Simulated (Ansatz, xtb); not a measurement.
**C6H7ClO2: which of two isomers lies lower**

Structure X is `O=C1CC[C@H](Cl)C=CO1`, a singlet and structure Y is `O=C(O)C(Cl)=C1CCC1`, a singlet. Both are isolated molecules in the gas phase, relaxed with PBE-D3(BJ)/def2-SVP; each stands in its lowest conformer found.

Energies in hartree; the thermal terms are from GFN2-xTB frequencies at re-optimised GFN2-xTB minima (ideal gas, soft modes damped towards free rotors, one conformer each, 298.15 K, 1 atm) and include the zero-point energy:

|  | X | Y |
| --- | --- | --- |
| E, CCSD(T)/def2-SVP | −841.461835 | −841.449701 |
| E, MP2/def2-SVP | −841.351275 | −841.340568 |
| E, MP2/def2-TZVPP | −842.269826 | −842.259077 |
| zero-point energy | 0.119417 | 0.117772 |
| H(298 K) − E | 0.128586 | 0.127895 |
| G(298 K) − E | 0.085749 | 0.082614 |

Task: Correct the CCSD(T) difference for the basis set by the MP2 change, then work out ΔE, ΔE₀, ΔH and ΔG for X → Y in kJ/mol (1 Eh = 2625.50 kJ/mol) and the equilibrium ratio [Y]/[X].

Result: 1. Differences Y − X: CCSD(T) +0.012134, MP2 in the small set +0.010707, MP2 in the large set +0.010749 Eh.
2. ΔE = +0.012134 + (+0.010749 − (+0.010707)) = +0.012176 Eh = +31.97 kJ/mol.
3. ΔE₀ = ΔE + ΔZPE = +0.012176 + (−0.001645) Eh = +27.65 kJ/mol.
4. ΔH = ΔE + (−0.000691) Eh = +30.15 kJ/mol.
5. ΔG = ΔE + (−0.003135) Eh = +23.74 kJ/mol, so ΔS = (ΔH − ΔG)/T = +21.5 J/(mol K).
6. kT = 0.9442 mEh, so K = [Y]/[X] = exp(−ΔG/kT) = exp(−9.58) ≈ 6.9 × 10^−5.

Structure X is favoured at this temperature. An error of 4 kJ/mol in ΔG would change K by a factor of 5. Mirror images and further conformers aren't counted.

As drawn, Y has 1 C–C, 1 O–H in place of 1 C–O, 1 C–H. Structure X has a 7-membered ring, Y a 4-membered ring.

Other levels gave ΔE = +23.7 (GFN2-xTB); +80.3 (HF/STO-3G, GFN2-xTB geometries); +34.1 (r2SCAN-D4/def2-SVP, GFN2-xTB geometries); +29.8 (PBE-D3(BJ)/def2-SVP); +34.3 (HF/def2-SVP); +28.1 (MP2/def2-SVP); +31.9 (CCSD(T)/def2-SVP) kJ/mol. The correlated steps freeze 13 core orbitals. Programs: Ansatz 0.2.0, xtb 6.7.1.
